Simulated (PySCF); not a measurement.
## Co+: excitation energy

Co+ [Ar] 3d8 (3F) → Co+ [Ar] 3d7 4p1 (high-spin determinant), as a difference of total energies. Computed with PySCF 2.14 in x2c-TZVPPall with one added diffuse shell each of s, p, d, f type (7s6p5d3f1g, 80 functions), with scalar relativity by spin-free X2C-1e. Correlated levels: valence: [Ar] frozen. The calculations carry no spin-orbit coupling.

| method | excitation energy (eV) |
| --- | --- |
| UHF | 3.444 |
| MP2 (valence) | 5.731 |
| SCS-MP2 (valence) | 5.763 |
| CCSD (valence) | 5.191 |
| CCSD(T) (valence) | 5.312 |

Task: How much does correlation contribute at CCSD(T) (valence)?

Result: 5.312 − (3.444) = 1.868 eV, measured against UHF.

The determinant of the upper state mixes LS terms, which raises its energy above the lowest term, most at the Hartree-Fock and MP2 levels.
